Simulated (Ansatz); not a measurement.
Program: Ansatz. Geometries: PBE0-D4/def2-TZVP. ΔE: electronic, gas phase. CCSD(T)/CBS is the MP2 limit (def2-TZVPP, def2-QZVPP) plus CCSD(T) − MP2 in def2-TZVPP, frozen cores. This one scheme is used for every species. DFT in def2-TZVPP. For Ge outer-core shells are correlated without core-valence functions, which leaves a few kJ/mol of doubt a bond. Scalar relativity is left out up to krypton. Each species was taken in one conformer, which may not be the lowest.

Reaction (hydrogenolysis of a Ge–B bond): `[BH2][GeH2][SiH2]C` + H₂ → `C[SiH2][GeH3]` + BH₃

```csv
level,ΔE (kJ/mol)
B97M-V,-22.6
r2SCAN0,-19.6
```

**Question.** What does CCSD(T)/CBS give? (An estimate is asked.)

**Answer.** Ansatz gave: -16.3 kJ/mol. The listed levels differ from it by -6.3, -3.3 kJ/mol.

Largest T1 diagnostic among the species: 0.012.

From BLYP to BHLYP (50 % exact exchange), in def2-TZVPP and without D4, ΔE moves by −13.3 kJ/mol. At CCSD(T), def2-SVP lies −13.8 kJ/mol from the extrapolated value and def2-TZVPP −3.9 kJ/mol. In def2-TZVPP, CCSD(T) changes the Hartree–Fock value by +33.0 kJ/mol (the triples alone add +5.4 kJ/mol) and MP2 by +35.3 kJ/mol.

CCSD(T)/CBS has its own doubt, a few kJ/mol and more with outer-core shells, so smaller differences from it don't rank the levels.
